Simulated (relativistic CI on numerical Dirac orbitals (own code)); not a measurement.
Computed by Dirac-Coulomb-Breit CI, KLI orbitals optimised for each configuration, a model potential for QED, unscaled Slater integrals (own radial code, finite nucleus).

Configurations in the expansion (outside the closed core [Ar] 3d10): 4s2 4p3, 4s 4p4, 4s2 4p2 4d, 4p5, 4s 4p3 4d, 4s2 4p2 4f, 4s 4p3 4f, 4p4 4d, 4s 4p2 4d2, 4s2 4p 4d 4f, 4p4 4f, 4s2 4p2 5s, 4p3 4d 4f, 4p4 5s, 4s2 4p2 5p, 4s 4p2 4f2, 4s 4p2 4d 5s, 4s 4p3 5s, 4s2 4p 4f 5s, 4s2 4p2 5d, 4s 4p3 5p, 4s2 4p2 5f, 4s2 4p2 5g, 4s 4p3 5d, 4s2 4p2 6s, 4p3 4f 5s, 4s 4p3 5f, 4s2 4p 4d2, 4s2 4d3, 4s 4p 4d3, 4s2 4d2 4f, 4s 4p 4d2 4f, 4s2 4d2 5s, 4p3 4d2, 4p2 4d3, 4p2 4d2 4f, 4p2 4d2 5s, 4s2 4p 4f2, 4s2 4d 4f2, 4s 4p 4d 4f2, 4s2 4f3, 4s 4p 4f3, 4s2 4f2 5s, 4p3 4f2, 4p2 4d 4f2, 4p2 4f3, 4p2 4f2 5s, 4s 4p2 4d 4f, 4s 4p 4d 4f 5s, 4s2 4p 4d 5s, 4s 4p 4d2 5s, 4s2 4d 4f 5s, 4s2 4d 5s2, 4p3 4d 5s, 4p2 4d 4f 5s, 4p2 4d 5s2, 4s 4p2 4f 5s, 4s 4p 4f2 5s, 4s 4p 4f 5s2, 4s2 4p 5s2, 4s 4p 4d 5s2, 4s2 4f 5s2. Double excitations out of closed p, d and f shells are left out; levels of such configurations are missing from the list, as are those of other unlisted configurations, and high levels can miss mixing partners. These lack a partner that the ground configuration has and come out too high: 4s2 4p2 5p, 4s2 4p2 5d, 4s 4p3 5p, 4s2 4p2 5f, 4s2 4p2 5g.

At this charge energies of transitions that change n are usually good to better than 1 %, and those within a shell (Δn = 0) to a few per cent.

Outline of the computed level scheme of Pr XXVII. Lowest level of each configuration: 4s2 4p3 2P°_3/2 at 0.000 eV; 4s 4p4 4P_5/2 at 83.807 eV; 4s2 4p2 4d 4F_3/2 at 104.173 eV; 4p5 2P°_3/2 at 182.564 eV; 4s 4p3 4d 6D°_5/2 at 183.222 eV.

Some strong electric-dipole decays among the lowest 45 levels: 4s2 4p2 4d 2F_7/2 → 4s2 4p3 2D°_5/2 (6.2e+11 s⁻¹); 4s2 4p2 4d 2D_5/2 → 4s2 4p3 2P°_3/2 (5.3e+11 s⁻¹); 4s2 4p2 4d 4P_1/2 → 4s2 4p3 2P°_3/2 (5.0e+11 s⁻¹); 4s2 4p2 4d 2S_1/2 → 4s2 4p3 2P°_3/2 (4.2e+11 s⁻¹); 4s2 4p2 4d 2D_3/2 → 4s2 4p3 2P°_1/2 (4.2e+11 s⁻¹); 4s2 4p2 4d 2D_3/2 → 4s2 4p3 4S°_3/2 (4.0e+11 s⁻¹); 4s2 4p2 4d 4D_5/2 → 4s2 4p3 2P°_3/2 (3.7e+11 s⁻¹); 4s2 4p2 4d 2P_1/2 → 4s2 4p3 4S°_3/2 (3.7e+11 s⁻¹).

LS names give the leading component of a level, which can be under half, so a name can repeat, a term be missing and a line seem to break the LS rules.
